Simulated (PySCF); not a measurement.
# Spinor energies of Se(3+) (selenium, charge +3)

Start: [Ar] 3d10 4s2 4p1; 4p3/2 filled at m_j = +3/2. Calculated with PySCF 2.14 in x2c-SVPall-2c with one added diffuse shell each of s, p, d type (6s7p4d, 47 functions): generalised Hartree-Fock with the X2C-1e Hamiltonian and a Gaussian nucleus; one run each with spin-orbit coupling (SO) switched off, then screened by Boettger's factors. This is a chosen level, not necessarily the ground level.

```csv
spinor shell,electrons,"ε, spin-free (eV)","ε, screened SO (eV)",weight of nominal j (screened SO),"rms radius, screened SO (bohr)"
1s1/2,2,-12770.3,-12770.2,1.000,0.0508
2s1/2,2,-1732.4,-1732.4,1.000,0.212
2p1/2,2,-1523.6,-1552.3,1.000,0.187
2p3/2,4,-1523.6,-1509.8,1.000,0.190
3s1/2,2,-287.22,-287.26,1.000,0.613
3p1/2,2,-219.31,-223.56,0.999,0.629
3p3/2,4,-219.31,-217.32,1.000,0.639
3d3/2,4,-107.12,-107.72,0.979,0.689
3d5/2,6,-107.12,-106.79,0.986,0.693
4s1/2,2,-53.895,-53.917,1.000,1.78
4p3/2,1,-42.074,-41.886,1.000,2.05
```

```csv
quantity,spin-free,screened SO
E (hartree),-2425.40597,-2425.49428
M_J,3/2,3/2
⟨J²⟩,3.758,3.757
⟨L²⟩,2.006,2.008
⟨S²⟩,0.752,0.754
```

Each row is a mean over spinors that exchange with the open shell spreads, by up to 3.115 eV (4s1/2).

Without spin-orbit coupling the j labels of p, d and f shells carry no meaning; the spin-free column gives the mean over the occupied spinors of each nl shell.
